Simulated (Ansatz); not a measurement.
```yaml
crystal:
  periodic: [false, false, false]
  atoms:
    - {symbol: C, position_ang: [-0.651106, -3.124556, 0.770890]}
    - {symbol: C, position_ang: [0.213175, -1.876444, 0.748698]}
    - {symbol: C, position_ang: [-0.595222, -0.606554, 0.960594]}
    - {symbol: C, position_ang: [0.253677, 0.667020, 0.978539]}
    - {symbol: C, position_ang: [0.952708, 0.900817, -0.338360]}
    - {symbol: O, position_ang: [2.135276, 0.699661, -0.477149]}
    - {symbol: C, position_ang: [0.114050, 1.427465, -1.481120]}
    - {symbol: C, position_ang: [0.176814, 2.953174, -1.511125]}
    - {symbol: H, position_ang: [-0.054107, -4.026715, 0.621396]}
    - {symbol: H, position_ang: [-1.174413, -3.226856, 1.725959]}
    - {symbol: H, position_ang: [-1.408983, -3.094263, -0.017298]}
    - {symbol: H, position_ang: [0.985070, -1.942876, 1.523293]}
    - {symbol: H, position_ang: [0.753484, -1.816983, -0.201698]}
    - {symbol: H, position_ang: [-1.134156, -0.673666, 1.911698]}
    - {symbol: H, position_ang: [-1.365760, -0.530061, 0.184469]}
    - {symbol: H, position_ang: [-0.391190, 1.525493, 1.196211]}
    - {symbol: H, position_ang: [1.016696, 0.600185, 1.757060]}
    - {symbol: H, position_ang: [-0.924027, 1.099167, -1.379136]}
    - {symbol: H, position_ang: [0.518046, 1.019909, -2.409912]}
    - {symbol: H, position_ang: [-0.214447, 3.388997, -0.588309]}
    - {symbol: H, position_ang: [1.207649, 3.290053, -1.634089]}
    - {symbol: H, position_ang: [-0.413215, 3.347052, -2.340622]}
basis:
  gaussian: {orbitals: "6-31++G**", fitting: {mean_field: cc-pVTZ-jkfit}, final_grid: {core_spheres: 5, valence_spheres: 4, degree: 11}, nuclear_model: gaussian}
total_charge: -1
magnetization: {spin_polarized: true, initial_magnetization: 1}
hamiltonian: {xc: {name: HF}}
correlation: {method: mp2, frozen_orbitals: {C: 9}}
output: {forces: true}
```

```sh
$ ansatz run in.yaml --threads 2 --pin off --events-out ev --progress --plain --max-ram 22528MiB --backend cpu
```

It prints (some lines left out):

```
Functional definition: HF
Error: "frozen_orbitals" has no count for O
```

(1) Something in this input is off. What?

Results:

(1) Frozen orbitals are typed for one element alone, and the program wants a count for each. The program refused the input.
